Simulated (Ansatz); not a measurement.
Geometry optimisation, RKS B3LYP/def2-SVP in Ansatz.

input.yaml

```yaml
crystal:
  periodic: [false, false, false]
  atoms:
    - { symbol: Ge, position_ang: [-0.4197, 0.0, -0.428935] }
    - { symbol: Cl, position_ang: [0.072602, 0.0, 2.97194] }
    - { symbol: H, position_ang: [0.960459, 0.0, 0.233945] }
    - { symbol: H, position_ang: [-0.57683, 1.257155, -1.310582] }
    - { symbol: H, position_ang: [-0.57683, -1.257155, -1.310582] }
    - { symbol: H, position_ang: [-1.577839, 0.0, 0.596549] }
    - { symbol: H, position_ang: [-1.132963, 0.0, 2.405665] }
basis:
  gaussian: { orbitals: def2-SVP }
hamiltonian:
  xc: b3lyp
relax:
  f_tol: 0.03
  max_steps: 50
output:
  orbitals: {}
```

Command:

```bash
$ ansatz run input.yaml --threads 1 --pin off --max-ram 2048MiB --backend cpu --events-out ev --progress --plain --runs-dir out
```

Where does it end, and by what steps?

The run converged. After 5 steps the energy has fallen by 0.171 eV; Cl2 moved furthest, 0.56 Å.

```
step  energy less start (eV)  largest force component (eV/Å)  accepted
   0                  0.0000                           1.077       yes
   1                 -0.1085                           0.752       yes
   2                 -0.1523                           0.669       yes
   3                 -0.1668                           0.339       yes
   4                 -0.1709                           0.088       yes
   5                 -0.1712                           0.010       yes
```

```xyz
7
Properties=species:S:1:pos:R:3
Ge -0.440 0.000 -0.624
Cl 0.004 0.000 3.533
H 0.923 0.000 0.086
H -0.580 1.259 -1.499
H -0.580 -1.259 -1.499
H -1.570 0.000 0.428
H -1.009 0.000 2.734
```

Whether the end is a true minimum wasn't checked by a vibrational analysis.

Run time: 16 s on 1 thread of Arm Neoverse V1 (shared host), peak memory 0.15 GiB.
